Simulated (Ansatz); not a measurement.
Sc3N3, 6 atoms. Hardware: 4 threads of Arm Neoverse V2 on a shared host.

Correlated methods freeze 18 core orbitals; core or outer-core shells of Sc are correlated, in sets that lack core-valence functions.

(1) How many basis functions does each of these Ansatz runs have, and roughly what does it cost? r2SCAN-D4/def2-TZVP, charge 0 singlet, energy, from earlier orbitals; B3LYP-D4/def2-TZVP, charge 0 singlet, energy, from earlier orbitals; B2PLYP/def2-TZVP, charge 0 singlet, energy, from earlier orbitals; PBE0-D4/def2-TZVP, charge 0 singlet, energy, from earlier orbitals; MP2/def2-TZVP, charge 0 singlet, energy, from earlier orbitals; PBE-D4/def2-TZVP, charge 0 singlet, energy and forces, from earlier orbitals; PBE0-D4/def2-SVP, charge 0 singlet, energy, from earlier orbitals; PBE-D4/def2-SVP, charge 0 singlet, energy, from earlier orbitals; PBE-D4/def2-SVP, charge 0 singlet, relaxation, 22 steps; LDA (SPW92)/def2-TZVP, charge 0 singlet, energy, from earlier orbitals; HF/STO-3G, charge 0 singlet, energy; CCSD(T)/def2-SVP, charge 0 singlet, energy, from earlier orbitals.

## Answers

(1) Other jobs shared the machine, so times can vary by a factor of up to 3. A dash marks memory too small to be measured apart from the calling script's.

```csv
run,functions,fitting or Cholesky vectors,wall time,peak host memory (GiB)
"HF/STO-3G, charge 0 singlet, energy",69,886,0.5 s,–
"PBE-D4/def2-SVP, charge 0 singlet, energy, from earlier orbitals",135,1662,2.4 s,–
"LDA (SPW92)/def2-TZVP, charge 0 singlet, energy, from earlier orbitals",228,1809,2.5 s,–
"PBE0-D4/def2-SVP, charge 0 singlet, energy, from earlier orbitals",135,1468,4.2 s,–
"PBE-D4/def2-TZVP, charge 0 singlet, energy and forces, from earlier orbitals",228,1809,5.5 s,–
"PBE0-D4/def2-TZVP, charge 0 singlet, energy, from earlier orbitals",228,2124,9 s,0.96
"B3LYP-D4/def2-TZVP, charge 0 singlet, energy, from earlier orbitals",228,2124,9 s,0.96
"r2SCAN-D4/def2-TZVP, charge 0 singlet, energy, from earlier orbitals",228,1809,11 s,–
"B2PLYP/def2-TZVP, charge 0 singlet, energy, from earlier orbitals",228,1906,14 s,0.8
"MP2/def2-TZVP, charge 0 singlet, energy, from earlier orbitals",228,1906,21 s,0.93
"PBE-D4/def2-SVP, charge 0 singlet, relaxation, 22 steps",135,1662,47 s,–
"CCSD(T)/def2-SVP, charge 0 singlet, energy, from earlier orbitals",135,1468,64 s,1.1
```
